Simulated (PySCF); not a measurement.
HgBr2, SMILES [Br][Hg][Br].

The structure is a stationary point at ωB97X-D3(BJ)/def2-SVP. The isomer is the one that the SMILES or the coordinates give; other isomers of the formula were not compared. The def2 effective core potentials stand for the cores of Hg; spin–orbit coupling is left out.

Calculation: ωB97X-D3(BJ)/def2-SVP in PySCF.

Frequencies are harmonic and unscaled.

Modes within 1.5 cm⁻¹ of each other (mostly degenerate sets) share a row, with their intensities summed.

**Question.** Estimate the vibrational spectrum. (Estimate from the structure and the level; the computed values follow.)

**Answer.** 
```csv
mode,ν (cm⁻¹),IR (km/mol),Raman (Å⁴/amu),depolarisation,moving atoms (share of kinetic energy)
1–2,70,5.1,0.0,–,"Br 56 %, Hg 44 %"
3,230,0.0,21.5,0.29,Br 100 %
4,301,30.9,0.0,–,"Br 56 %, Hg 44 %"
```
